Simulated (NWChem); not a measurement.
C2H5NOSi; SMILES N[Si@H]1C=CO1

```xyz
10

N     -0.0540    -1.9313     0.4414
Si    -0.0149    -0.4584    -0.4224
C     -1.1382     0.9292     0.0327
C      0.0062     1.6053     0.2713
O      1.1119     0.7926     0.0810
H      0.4476    -2.7517     0.1267
H     -0.2755    -1.9693     1.4282
H      0.2583    -0.8165    -1.8339
H     -2.1556     1.2881     0.0754
H      0.2095     2.6377     0.5551
```
Atoms are numbered in this order, from 1.

Program: NWChem. Medium grid unless said otherwise, to which SCAN and Minnesota functionals are sensitive. Geometry: optimised at B3LYP/6-31G* (spherical d). Hybrids' shares of exact exchange are those that their runs print; pure functionals count as 0. The functionals differ in more than this share.

```
row                                    share of exact exchange  orbital gap (eV)
-------------------------------------  -----------------------  ----------------
PBE/def2-TZVP                                             0.00              4.35
LDA (Slater exchange, VWN5)/def2-TZVP                     0.00              4.31
B3LYP/def2-TZVP                                           0.20              6.08
PBE0/def2-TZVP                                            0.25              6.56
M06-2X/def2-TZVP                                          0.54          withheld
```

Question: Fit a straight line of the last column on the one before it, predict the withheld value, and compare with the run.

Answer: 
1. Means of the 4 shown rows: x = 0.113, y = 5.325. Slope Σ(x − x̄)(y − ȳ)/Σ(x − x̄)² = 0.4598/0.05188 = 8.863; intercept 4.328.
2. The shown rows scatter about the line by 0.019 (root mean square); the largest residual is +0.02, at PBE/def2-TZVP.
3. At x = 0.54 (M06-2X/def2-TZVP; beyond the shown range) the line gives 9.11.
4. The run gives 8.70, -0.41 from the line.
